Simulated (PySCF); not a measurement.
FIn, SMILES [In][F] (connectivity only; charge and spin as stated), charge +1, multiplicity 2.

Coordinates come from a B3LYP-D3(BJ)/def2-TZVP optimisation. The spin state was assumed, not searched. The def2 effective core potentials stand for the cores of In; spin–orbit coupling is left out.

Level of theory: C-PCM-B3LYP/def2-TZVPD run with PySCF.

The values are the electrostatic part of the solvation free energy, E(continuum) − E(gas) at the gas-phase geometry, in a cavity of scaled van der Waals radii (PySCF's table); cavitation and dispersion terms are not included. A continuum can't describe solvent molecules that bind to the metal.

```
solvent              ε  ΔG(elec) (kcal/mol)
---------------  -----  -------------------
water            78.36                -80.8
dichloromethane   8.93                -72.3
ethylethanoate    5.99                -67.7
```
